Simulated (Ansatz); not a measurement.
`C[NH][GeH]([F])[Cl]` + `C#[C][In]([F])[Cl]` → `C[NH][GeH]([Cl])[Cl]` + `C#[C][In]([F])[F]` at 600 K and 1 bar (redistribution).

Computed with Ansatz on PBE0-D4/def2-TZVP structures; ΔE is electronic, products minus reactants. CBS: MP2 limit from def2 TZ/QZ plus the TZ coupled-cluster correction, frozen cores. def2 core potentials past Kr. For Ge, In outer-core shells are correlated without core-valence functions, which leaves a few kJ/mol of doubt a bond. Scalar relativity is left out up to krypton. One conformer a species, not always the lowest.

```tsv
species	CCSD(T)/CBS energy (Eh)	H − E (kJ/mol)	S (J/(mol·K))
`C[NH][GeH]([F])[Cl]`	-2731.53480	236.5	459.3
`C#[C][In]([F])[Cl]`	-826.10583	108.0	438.0
`C[NH][GeH]([Cl])[Cl]`	-3091.52536	235.5	469.9
`C#[C][In]([F])[F]`	-466.09678	108.6	420.4
```

H − E and S are ideal-gas, rigid-rotor, harmonic terms from PBE0-D4/def2-TZVP, for one conformer and one mirror image of each species. 1 Eh = 2625.50 kJ/mol, R = 8.31446 J/(mol·K).

**Question.** By hand: ΔE, ΔH, ΔS and ΔG.

**Answer.** ΔE = (-3091.52536) + (-466.09678) − (-2731.53480) − (-826.10583) = 0.01849 Eh = 48.5 kJ/mol. Δ(H − E) = 235.5 + 108.6 − 236.5 − 108.0 = -0.4, so ΔH = 48.1 kJ/mol. ΔS = 469.9 + 420.4 − 459.3 − 438.0 = -7.0 J/(mol·K). ΔG = 48.1 − 600 × (-7.0)/1000 = 52.3 kJ/mol.

**Question.** By hand: the equilibrium constant, and the temperature at which ΔG would vanish if ΔH and ΔS stayed fixed.

**Answer.** log₁₀ K = −ΔG/(RT ln 10) = -4.6. ΔH and −TΔS have one sign here, so there is no such temperature.

The number of gas molecules stays the same, so ΔS is small and ΔH decides. A doubt of 5 kJ/mol in ΔE shifts log₁₀ K by 0.4 here. Other conformers and mirror images would add mixing entropy, several J/(mol·K) or more a flexible species. Modes under 60 cm⁻¹, often nearly free rotors, make the harmonic entropy too high. These are equilibria of isolated gas molecules and say nothing of rates. Largest T1 diagnostic: 0.017 (customary marks: 0.02 for closed shells, 0.045 for open ones).

ΔS is within the doubt of such terms, so its sign, and with it that verdict, could turn.
